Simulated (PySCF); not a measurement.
Gas-phase reaction: 3 In(CH3)2NH2 + 4 C3H6 (propylene) ⇌ 3 In(CH3)3.NH3 + 3 C3H4 (allene)

Computed with PySCF and rigid-rotor harmonic-oscillator thermochemistry at 1 bar. † marks an energy on the PBE0/def2-TZVP geometry and frequencies. MP2 freezes the core. All species are closed-shell singlets. B3LYP is the form with VWN-RPA correlation. In: scalar-relativistic def2 core potential, no spin-orbit coupling. Adducts (In(CH3)3.NH3) have no counterpoise correction, and HF, PBE, BLYP, B3LYP and PBE0 lack dispersion. In(CH3)2NH2, In(CH3)3.NH3: computed as isolated molecules; such fragments, hydroxides, amides, oligomers or adducts are transient or little studied in the gas. MP2 isn't extrapolated to the basis-set limit.

B3LYP/def2-TZVP† gives ΔH°(298 K) = 236 kJ.

**Question.** What do MP2/def2-TZVPP†, MP2/def2-SVP†, PBE/def2-TZVP† give?

**Answer.** MP2/def2-TZVPP†: 231 kJ; MP2/def2-SVP†: 227 kJ; PBE/def2-TZVP†: 226 kJ. For scale, ΔH°(298 K) is 236 kJ at this level, 213 kJ at ωB97M-V/def2-TZVP†, and runs from 213 to 275 kJ over the 14 levels computed.
